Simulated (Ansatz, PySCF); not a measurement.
Gas-phase reaction R1 → P1, each structure at its B3LYP-D3(BJ)/def2-TZVP stationary point, reached from a drawn start; harmonic modes at that level show minima.
R1, CHN (SMILES C#N) (charge 0, multiplicity 1):
```xyz
3

H      0.00000     0.00000    -1.09322
C      0.00000     0.00000    -0.02647
N      0.00000     0.00000     1.11969
```
P1, CHN (SMILES [C-]#[NH+]) (charge 0, multiplicity 1):
```
atom   x (Å)   y (Å)    z (Å)
----  ------  ------  -------
H     0.0000  0.0000  -1.0530
N     0.0000  0.0000  -0.0555
C     0.0000  0.0000   1.1086
```

P less R. No zero-point or thermal terms.

Frozen-core correlation throughout.

The values were computed with Ansatz (a program for electronic structure); PySCF for the D3/D4 terms. Each number belongs to the level named beside it.

PBE/def2-TZVPP gives 62.2 kJ/mol for the reaction energy.

Problem. Predict the shift from PBE, with its sign, for: PBE-D3(BJ)/def2-TZVPP, r2SCAN/def2-TZVPP, B3LYP/def2-TZVPP, wB97M-V/def2-TZVPP, B2PLYP/def2-TZVPP, MP2/cc-pVQZ, CCSD(T)/cc-pVQZ.

Solution. PBE-D3(BJ)/def2-TZVPP -0.2; r2SCAN/def2-TZVPP -2.0; B3LYP/def2-TZVPP -4.0; wB97M-V/def2-TZVPP -11.0; B2PLYP/def2-TZVPP 1.7; MP2/cc-pVQZ 11.0; CCSD(T)/cc-pVQZ -0.5 kJ/mol. 2 of 7 lie above PBE; the widest gap is to MP2/cc-pVQZ.
